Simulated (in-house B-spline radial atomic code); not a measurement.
Configurations of Al II (Al+), with energies counted from [Ne] 3s2. Method: scalar-relativistic (X2C) wB97X, spin-polarised, spherical fractional occupations, exact exchange averaged over the configuration, Fermi nucleus of rms radius 3.061 fm. Calculated with a radial B-spline atomic code at the basis-set limit. Shells without spins written out take the highest spin.

Occupations are held fixed; configurations that lie above the ionisation limit could autoionise.

| configuration | E - E(ref) (eV) | highest orbital | its <r> (bohr) |
| --- | --- | --- | --- |
| [Ne] 3s1 3d1 | 11.73 | 3d up | 4.244 |
| [He] 2s2 2p5 3s2 4s1 | 84.162 | 4s up | 5.343 |
| [He] 2s2 2p5 3s2 3d1 | 84.454 | 3d up | 3.732 |
| [He] 2s2 2p5 3s2 4p1 | 85.791 | 4p up | 6.319 |
| [He] 2s1 2p6 3s2 4d1 | 127.35 | 4d up | 8.46 |

(1) Order these further configurations by energy, lowest first.
A. [He] 2s1 2p6 3s2 3p1
B. [He] 2s1 2p6 3s2 3d1
C. [Ne] 3s1 4f1
D. [Ne] 3s1 4p1
E. [He] 2s2 2p5 3s2 4f1

## Answers

(1) D (12.818 eV), C (15.187 eV), E (88.513 eV), A (115.47 eV), B (123.94 eV).
